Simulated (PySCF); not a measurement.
MgSe from Hartree–Fock to correlated methods

State: ¹Σ⁺ (singlet), closed shell. Set-up: basis Mg aug-cc-pVDZ, Se aug-cc-pVDZ-PP with ECP10; scalar-relativistic core potentials; PySCF 2.14. De refers to Mg + Se in their high-spin ground configurations, without counterpoise correction. A positive dipole means Mg(−)Se(+).

| Level | Re (Å) | ωe (cm⁻¹) | De (eV) | μ (D) | CPU s a point (SCF and correlation, without the integrals) |
| --- | --- | --- | --- | --- | --- |
| RHF | 2.272 | 424 | 0.201 | -8.89 | 0.087 |
| RHF-MP2 | 2.286 | 442 | 1.79 | n/a | 0.16 |
| RHF-SCS-MP2 | 2.293 | 430 | 1.59 | n/a | n/a |
| RHF-CCSD | 2.302 | 405 | 1.34 | n/a | n/a |
| RHF-CCSD(T) | 2.305 | 409 | 1.55 | n/a | 5.8 |
| PBE | 2.291 | 411 | 2.02 | -6.84 | 0.68 |
| r²SCAN | 2.267 | 432 | 2.04 | -7.39 | 1 |
| r²SCANh | 2.263 | 435 | 1.94 | -7.57 | 1 |
| PBE0 | 2.271 | 426 | 1.79 | -7.48 | 1 |
| MN15 | 2.291 | 403 | 1.63 | -7.25 | 1.1 |
| M06-2X | 2.273 | 432 | 1.49 | -7.56 | 1.1 |
| LC-ωPBE | 2.244 | 448 | 1.50 | -8.40 | 1 |

(1) Which functional lies closest to RHF-CCSD(T) in De, which farthest, and by how much do they differ from it?

(2) What does a quarter of exact exchange do here, going from PBE to PBE0?

(3) What does the step from GGA to meta-GGA do here, going from PBE to r²SCAN?

Correlated steps freeze 5 core orbitals. Correlated levels converge slowly with the basis: in double zeta they bind strong bonds too weakly, by up to about 1 eV, and carry superposition errors of some tenths. Where the molecule has an RHF reference, its open-shell atoms are computed with UHF.

The whole job (state search and all levels along the bond) took about 3 min on 1 thread of Arm Neoverse V2 (shared host), peak memory 0.8 GiB.

Results:

(1) Closest is LC-ωPBE (-6.1 pm in Re, +9.5 % in ωe, -0.05 eV in De against RHF-CCSD(T) in the same basis), farthest r²SCAN (-3.8 pm in Re, +5.6 % in ωe, +0.49 eV in De). CCSD(T) converges more slowly with the basis than the functionals do and binds too weakly in this one, so the order can change at the basis-set limit.

(2) PBE0 less PBE: -2.0 pm in Re, +3.6 % in ωe, -0.23 eV in De. Exact exchange removes part of the self-interaction that spreads semilocal densities, and in most molecules shortens and stiffens the bond and lowers De; so it does here.

(3) r²SCAN less PBE: -2.4 pm in Re, +5.1 % in ωe, +0.02 eV in De.
